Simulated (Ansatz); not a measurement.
Frontier orbitals of ClH₅OSiSn, SMILES `[SiH3][O][SnH2][Cl]`.

Charge 0, multiplicity 1. Correlated methods include outer-core shells of Sn, which these sets cover unevenly. Sn: def2 effective core potential. All single points use the PBE0-D4/def2-TZVP geometry. It is one conformer, not always the lowest. Basis def2-TZVPP, Ansatz 0.2.0.

Orbital energies of one run (eV). Highest occupied ones, from the top: -7.06, -7.35, -7.65, -7.84, -8.71, -8.77, -9.58, -9.64, -10.05, -12.41, -14.01, -20.00, -23.71, -26.60. Empty: -1.98, -1.45, -0.79, 0.16, 0.82, 1.12.

Question: Which functional gave them?
A. PBE
B. CAM-B3LYP
C. r2SCANh
D. LC-ωPBE

Answer: A. HOMO energies: PBE -7.06, LC-ωPBE -11.24, r2SCANh -7.94, CAM-B3LYP -9.89 eV.

LC-ωPBE has ω = 0.4 bohr⁻¹.
